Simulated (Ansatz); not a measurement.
```yaml
crystal:
  periodic: [false, false, false]
  atoms:
    - {symbol: F, position_ang: [-0.127520, -1.781749, 1.217966]}
    - {symbol: Si, position_ang: [0.690297, -0.665702, 0.411647]}
    - {symbol: F, position_ang: [1.445929, -1.422723, -0.780171]}
    - {symbol: Al, position_ang: [-0.898304, 0.984495, -0.541583]}
    - {symbol: H, position_ang: [1.755579, -0.192746, 1.335389]}
    - {symbol: H, position_ang: [-0.774465, 2.517789, -0.152858]}
    - {symbol: H, position_ang: [-2.030116, 0.492537, -1.536189]}
basis:
  gaussian: {orbitals: cc-pVDZ}
hamiltonian: {xc: {name: M06-2X}, dispersion: d4, pseudopotentials: {relativity: none}}
```

```sh
$ ansatz run in.yaml --threads 2 --pin off --events-out ev --progress --plain --max-ram 4352MiB
```

Output, abridged:

```
Error: YAML parse error: error: line 13 column 19: hamiltonian.xc: no functional is named "M06-2X"; the names, which are not case-sensitive, are SVWN5, SPW92, PBE, PBE0, PBEsol, revPBE, revPBE0, RPBE, rPW86-PBE, HSE06, wPBEh, LC-wPBE, HISS, HF, BLYP, B3LYP, B3LYP5, BHLYP, CAM-B3LYP, r2SCAN, r2SCANh, r2SCAN0, r2SCAN50, m-r2SCAN, B97, wB97, wB97X, wB97X-V, B97M-V, wB97M-V, B2PLYP, B2GP-PLYP, PBE0-DH, PBE-QIDH
11 | basis:
12 |   gaussian: {orbitals: cc-pVDZ}
13 | hamiltonian: {xc: {name: M06-2X}, dispersion: d4, pseudopotentials: {relativity: no…
```

(1) Something in this input is off. What?

Results:

(1) The method's name isn't one that the program takes here. The program refused the input.

HSE06 is defined as in plane-wave codes.
